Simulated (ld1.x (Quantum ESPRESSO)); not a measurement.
## Configuration tests for Sc (TM)

scandium, norm-conserving Troullier–Martins (Kleinman–Bylander form), made with ld1.x (Quantum ESPRESSO) 7.5 (PBEsol, scalar-relativistic). Core [Ar], reference 3d2 4s1 4p0. Waves: 4s (bound): rc 2.55 bohr; 4p (bound, empty): rc 3.95 bohr; 3d (bound): rc 2.20 bohr. Local part: the d channel. Core correction: a·sin(br)/r model core, default radius (core density twice the valence density).

Energies are relative to the spin-unpolarised reference configuration 3d2 4s1 4p0; without spin polarisation the order of configurations can differ from experiment. Not all tests gave a result: 3 of 7 tests not solved or not reliable. Left out of the table: 3d0 4s2 4p1 (solver errors, printed error -39.9 eV); 3d1 4s0 4p1 (solver errors, printed error -2.5 eV); 3d1 4s0 4p2 (solver errors, printed error -27.1 eV).

```json
{"valence configuration": "3d1 4s2 4p0", "charge": "0", "ΔE all-electron (eV)": "-1.664", "error AE − PS (meV)": "-79"}
{"valence configuration": "3d1 4s1 4p0", "charge": "+1", "ΔE all-electron (eV)": "5.239", "error AE − PS (meV)": "-75"}
{"valence configuration": "3d1 4s0 4p0", "charge": "+2", "ΔE all-electron (eV)": "17.890", "error AE − PS (meV)": "-149"}
{"valence configuration": "3d2 4s0 4p0", "charge": "+1", "ΔE all-electron (eV)": "5.873", "error AE − PS (meV)": "-11"}
```

Levels in the configuration 3d1 4s1 4p0:

```tsv
level	all-electron (eV)	pseudo (eV)
3d	-9.979	-10.194
4s	-9.721	-9.734
```

Note: ghost states, extra bound levels that the all-electron valence spectrum of the same l lacks: s at -80.1 eV, p at -28.1 eV. A true bound ghost makes a file unfit for plane-wave use.
